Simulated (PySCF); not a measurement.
Species: C4H5FNO (doublet state).
Geometry (GFN2-xTB, Å), atoms numbered from 1 in this order:
```xyz
12
C4H5FNO angstrom
N      2.064    0.136   -0.117
C      1.126   -0.646    0.505
O      1.425   -1.497    1.328
C     -0.212   -0.412    0.058
C     -1.596   -0.448    0.517
C     -1.109    0.629   -0.427
F     -0.956    1.913    0.037
H      3.007    0.088    0.234
H      1.791    0.960   -0.623
H     -2.288   -1.179    0.120
H     -1.788   -0.207    1.557
H     -1.463    0.662   -1.452
```

The hyperfine couplings belong to this conformer and change with its torsions.

Identity: `NC(=O)[C]1C[C@H]1F` [radical].

Method: UKS B3LYP, pcH-1 on C F H N O, non-relativistic, mean-field spin-orbit, GIAO (PySCF 2.14.0). Geometry: GFN2-xTB, one conformer, isolated molecule. Couplings are sensitive to structure, and on GFN2-xTB geometries they can be far from those on DFT ones. The frame is twisted about the N1–C2 bond at this geometry (dihedral H8–N1–C2–O3 = -10°); couplings at other torsion angles weren't computed. Stability of the SCF solution: not tested.

Task: The isotropic 13C couplings are +126.7, -32.1, -27.0, -14.6 MHz. Assign them to C2; C4; C5; C6.

Result: 
| site | a_iso (MHz) | ρ(0) (bohr⁻³) | position | distance from C4 (Å) | spin population | largest \|T\| (MHz) |
| --- | --- | --- | --- | --- | --- | --- |
| C2 | -32.1 | -0.0285 | 1 bond from C4 | 1.43 | -0.07 | 8.4 |
| C4 | +126.7 | +0.1127 | largest spin population | 0.00 | +0.84 | 138.6 |
| C5 | -27.0 | -0.0240 | 1 bond from C4 | 1.46 | -0.05 | 5.1 |
| C6 | -14.6 | -0.0129 | 1 bond from C4 | 1.46 | -0.03 | 4.1 |

ρ(0) is the spin density at the nucleus and T the dipolar tensor. The largest Mulliken spin populations are on C4 (+0.84), O3 (+0.14) and C2 (-0.07). C4 is the only atom above +0.15. The angles at C4 add up to 347.0°, so it is slightly pyramidal.

H8 and H9 aren't averaged: N1 is flat or nearly so (angle sum 356°), and its turn about the short N1–C2 bond (1.37 Å) is taken as slow.
